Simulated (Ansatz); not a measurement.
C7H14 (`C=C(CC)C(C)C`), charge 0, multiplicity 1.

Q: Give a relaxed structure at PBE0-D4/def2-TZVP (Ansatz). (An estimate is asked.)

A: Computed: 
```xyz
21

C    -1.467    0.315    1.193
C    -0.429    0.374    0.364
C     0.353    1.648    0.203
C     1.682    1.622    0.953
C     0.043   -0.803   -0.456
C    -0.399   -2.155    0.079
C    -0.395   -0.643   -1.913
H    -2.026   -0.597    1.362
H    -1.793    1.193    1.740
H     0.547    1.834   -0.860
H    -0.248    2.488    0.561
H     1.516    1.494    2.025
H     2.321    0.803    0.616
H     2.233    2.553    0.803
H     1.141   -0.783   -0.443
H     0.049   -2.960   -0.509
H    -1.485   -2.273    0.014
H    -0.107   -2.289    1.122
H    -0.069    0.309   -2.339
H    -1.485   -0.686   -1.986
H     0.020   -1.443   -2.531
```
This is one stationary point; other conformers may exist.
